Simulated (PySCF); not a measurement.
C2H6BF2N, SMILES FCB(CF)N.

Geometry: B3LYP-D3(BJ)/def2-SVP. This is a generated structure with no PubChem entry under its InChIKey; it may be hypothetical. One conformer was computed; it need not be the lowest.

Level of theory: B3LYP-D3(BJ)/def2-SVP (PySCF 2.14.0).

Harmonic, unscaled wavenumbers; measured fundamentals usually lie a few per cent lower.

Question: Give all harmonic wavenumbers and intensities. (Estimate from the structure and the level; the computed values follow.)

Answer: 
```
mode  ν (cm⁻¹)  IR (km/mol)  moving atoms (share of kinetic energy)
----  --------  -----------  --------------------------------------
1           88          8.1                  F 54 %, N 18 %, H 14 %
2           93          0.0                  H 46 %, C 39 %, F 15 %
3          165          8.3           F 50 %, N 19 %, B 14 %, H 9 %
4          221          7.4                  N 45 %, F 30 %, H 23 %
5          337          6.9                          H 51 %, B 45 %
6          358          0.0                          F 69 %, C 23 %
7          524          7.3          C 44 %, H 26 %, F 17 %, B 12 %
8          605        165.1                          H 78 %, N 20 %
9          613          0.0                           H 91 %, C 8 %
10         782          0.4                  C 48 %, N 29 %, H 20 %
11         809          0.0                          H 77 %, C 22 %
12         853          0.5          H 52 %, C 21 %, N 16 %, B 10 %
13         934          3.6                  H 38 %, B 34 %, C 27 %
14        1028        154.9                  C 42 %, F 37 %, H 11 %
15        1069         55.8                   C 53 %, F 37 %, H 9 %
16        1155         10.1                          H 49 %, B 37 %
17        1237          0.0                                  H 91 %
18        1252          2.0                                  H 92 %
19        1341          6.4                          H 73 %, C 24 %
20        1391          6.9                  H 46 %, C 32 %, B 21 %
21        1418         28.4                          B 45 %, H 44 %
22        1446          9.4                                  H 93 %
23        1455          0.0                                  H 90 %
24        1588        174.5                  H 52 %, N 27 %, B 21 %
25        3000          0.8                                  H 95 %
26        3006         51.2                                  H 95 %
27        3039          0.0                          H 90 %, C 10 %
28        3046         58.2                           H 91 %, C 9 %
29        3578         39.7                                  H 96 %
30        3689         53.6                           H 91 %, N 9 %
```
